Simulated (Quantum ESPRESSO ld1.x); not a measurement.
Results of a calculation; reference values are marked as such.
Q: These are the eigenvalues of the occupied orbitals of an atom or ion with whole-number occupations (hartree). Code: ld1.x of Quantum ESPRESSO 7.5. Model: scalar-relativistic Kohn-Sham, BLYP, spin-unpolarised, spherical densities, point nucleus.

orbital  eigenvalue
1s         -491.858
2s         -65.9655
2p         -58.4646
3s         -10.9671
3p         -8.59646
3d         -4.66899
4s         -2.64719
5s         -1.10616

Which element is it, and in what charge state? The configuration may be excited.

A: Z = 35, bromine, charge +4: Br4+ in [Ar] 3d10 4s2 5s1. The list shows which subshells hold electrons but not how many an open one holds; the 1s level, -491.86 hartree, gives Z - s = 31.4 by -(Z - s)^2/2, which with screening and relativity narrows Z to a few neighbours, and the depths of the outer levels then fix element, charge and occupations together.
